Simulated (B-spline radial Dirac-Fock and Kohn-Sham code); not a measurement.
Compton profile of Sn⁴²⁺

System: tin as Sn⁴²⁺ in the configuration [He] 2s2 2p4.

These are calculated numbers from a radial atomic solver; the model is the impulse approximation on Dirac-Fock orbitals of the configuration average with a finite nucleus. pz is in atomic units of momentum; subshell profiles are per electron, for a selection of subshells; open shells are spread over both j values by their weights.

```tsv
pz	J total	J 1s1/2	J 2p1/2	J 2p3/2
0	0.2586	0.0163	0.0279	0.0290
0.76	0.2578	0.0162	0.0279	0.0290
1.1	0.2568	0.0162	0.0279	0.0290
1.5	0.2554	0.0162	0.0279	0.0290
2.1	0.2523	0.0162	0.0279	0.0290
2.9	0.2468	0.0161	0.0278	0.0289
4.1	0.2358	0.0159	0.0277	0.0287
5.8	0.2158	0.0156	0.0271	0.0281
8.1	0.1842	0.0151	0.0255	0.0262
11	0.1438	0.0142	0.0220	0.0223
16	0.08856	0.0123	0.0144	0.0141
22	0.04989	0.00979	0.00714	0.00665
31	0.02359	0.00644	0.00218	0.00188
44	0.009431	0.00322	0.000421	0.000325
62	0.003126	0.00121	6.24e-05	4.14e-05
```

J(0) = 0.2586. The 2s1/2 subshell gives the largest part, 43 %.

Mean momentum ⟨p⟩ by subshell (a.u.): 1s1/2 45.9, 2s1/2 16.9, 2p1/2 22.5, 2p3/2 21.4.
